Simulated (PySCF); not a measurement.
**Spinor energies of Gd⁴⁵⁺ (gadolinium, charge +45)**

Start: [Ar] 3d1; 3d3/2 filled at m_j = +3/2. Calculated with PySCF 2.14 in an uncontracted even-tempered set (16 s from 11 bohr⁻², ratio 2.8; 12 p from 14 bohr⁻², ratio 2.8; 8 d from 14 bohr⁻², ratio 2.8; 3 f from 42 bohr⁻², ratio 3): generalised Hartree-Fock with the X2C-1e Hamiltonian and a Gaussian nucleus; one run each with spin-orbit coupling (SO) switched off, then screened by Boettger's factors.

| spinor shell | electrons | ε, spin-free (eV) | ε, screened SO (eV) | weight of nominal j (screened SO) | rms radius, screened SO (bohr) |
| --- | --- | --- | --- | --- | --- |
| 1s1/2 | 2 | -53274.0 | -53263.9 | 1.000 | 0.0249 |
| 2s1/2 | 2 | -11149.6 | -11146.0 | 1.000 | 0.0998 |
| 2p1/2 | 2 | -10227.5 | -10728.1 | 1.000 | 0.0854 |
| 2p3/2 | 4 | -10227.5 | -10011.5 | 1.000 | 0.0914 |
| 3s1/2 | 2 | -4219.1 | -4218.0 | 1.000 | 0.246 |
| 3p1/2 | 2 | -3925.4 | -4052.0 | 1.000 | 0.235 |
| 3p3/2 | 4 | -3925.4 | -3870.0 | 1.000 | 0.246 |
| 3d3/2 | 1 | -3641.2 | -3664.4 | 1.000 | 0.211 |

| quantity | spin-free | screened SO |
| --- | --- | --- |
| E (hartree) | -9482.26855 | -9490.29253 |
| M_J | 3/2 | 3/2 |
| ⟨J²⟩ | 3.957 | 3.750 |
| ⟨L²⟩ | 6.001 | 6.030 |
| ⟨S²⟩ | 0.750 | 0.780 |

Each row is a mean over spinors that exchange with the open shell spreads, by up to 21.196 eV (3p1/2).

Breit and QED terms are absent; they matter most for the inner s and p1/2 levels.

Densities and radii are taken from the X2C orbitals without a picture-change correction, which distorts them close to the nucleus.

Without spin-orbit coupling the j labels of p, d and f shells carry no meaning; the spin-free column gives the mean over the occupied spinors of each nl shell, and its ⟨J²⟩ belongs to a mixture of degenerate components.
